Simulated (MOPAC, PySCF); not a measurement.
C4H3N, SMILES `C(C#C)C#N`, neutral singlet in the gas phase. 

Cartesian coordinates (Å):
SMILES: C#CCC#N
```xyz
8

C      1.9883     0.1956    -0.1503
C      0.8298    -0.1040    -0.1725
C     -0.5803    -0.4807    -0.1958
C     -1.4584     0.6088    -0.6294
N     -2.1618     1.4514    -0.9672
H      3.0159     0.4650    -0.1318
H     -0.7326    -1.3316    -0.8664
H     -0.9009    -0.8045     0.7988
```
Charge 0, multiplicity 1.

All levels are single points at this geometry (B3LYP-D3(BJ)/def2-TZVP); Pople sets use spherical d functions. Orbital energies aren't observables, and empty levels follow the basis.

```tsv
level	HOMO (eV)	LUMO (eV)	gap (eV)	dipole (D)	vertical IE, Delta-SCF (eV)
ωB97X-D3(BJ)/def2-TZVP in PySCF	-11.01	2.26	13.27	3.73	11.11
B3LYP/3-21G in PySCF	-8.03	0.56	8.59	3.35	–
B3LYP/6-311+G** in PySCF	-8.32	-0.45	7.88	3.74	–
B3LYP/6-31G* in PySCF	-7.90	0.38	8.28	3.58	10.62
BP86/6-31G* in PySCF	-6.99	-0.59	6.40	3.52	–
M06-2X/6-31G* in PySCF	-9.51	1.63	11.13	3.58	–
SVWN5/6-31G* in PySCF	-7.02	-0.69	6.33	3.57	10.56
HF/3-21G in PySCF	-11.23	4.89	16.12	3.70	–
HF/STO-3G in PySCF	-9.59	9.07	18.66	2.94	–
AM1 in MOPAC	-11.29	1.24	12.54	2.77	–
PM3 in MOPAC	-11.38	0.99	12.37	3.13	–
PM6 in MOPAC	-11.49	0.92	12.41	3.36	–
PM7 in MOPAC	-11.53	0.84	12.37	3.51	–
```
